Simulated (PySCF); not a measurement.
Si(OH)4.
Cartesian coordinates in Å at the PBE0-D3(BJ)/def2-SVP level; atoms count from 1:
```
atom  x, y, z in Å
Si1    0.015   -0.006   -0.002
O2    -0.005    0.085    1.643
H3    -0.814    0.440    2.023
O4     1.602   -0.044   -0.443
H5     2.196    0.461    0.121
O6    -0.862    1.278   -0.546
H7    -1.224    1.178   -1.432
O8    -0.676   -1.348   -0.664
H9    -0.098   -2.114   -0.726
```

The closed-shell ground state was solved at several levels (PySCF, density fitting, gas phase, non-relativistic). The dipole stays under 0.02 D at every level.

| level | basis functions | HOMO (eV) | LUMO (eV) | gap (eV) |
| --- | --- | --- | --- | --- |
| wB97X-D/def2-SVPD | 148 | -11.28 | 1.31 | 12.59 |
| KT2/pcSseg-1 | 112 | -7.41 | -0.50 | 6.91 |

Question: What might PBE0/pcSseg-1 (112 basis functions) give for the same quantities?

Answer: HOMO -9.09 eV, LUMO 0.59 eV, gap 9.68 eV.

Question: Over all these levels, which gives the widest orbital gap and which the narrowest?

Answer: wB97X-D/def2-SVPD (range-separated hybrid) has the widest, 12.59 eV, and KT2/pcSseg-1 (GGA) the narrowest, 6.91 eV. Functional and basis both differ between the two, so the spread mixes both effects.
